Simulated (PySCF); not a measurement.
Computed shifts of a molecule F2H4OSi2, PBE/pcSseg-1 (PySCF), GIAO, gas phase, atoms alike by connectivity averaged where their shifts nearly agree, in ppm (number of nuclei): ²⁹Si: -25.8 (2). ¹⁹F: -184.1 (2). ¹H: 5.66 (2), 5.52 (2). References: ²⁹Si against TMS (σ = 335.4 ppm); ¹⁹F against CFCl3 (σ = 133.6 ppm); ¹⁷O against H2O (σ = 334.3 ppm); ¹H against TMS (σ = 31.49 ppm), references at their B3LYP-D3(BJ)/def2-TZVP geometries, non-relativistic. The structure is a stationary point at PBE0-D3(BJ)/def2-SVP. Other conformers were not sampled.

Which structure fits?
A. O[Si@@H](F)[SiH2]F
B. O[SiH2][SiH](F)F
C. F[SiH2]O[SiH2]F
D. F[SiH](F)O[SiH3]

C, F[SiH2]O[SiH2]F
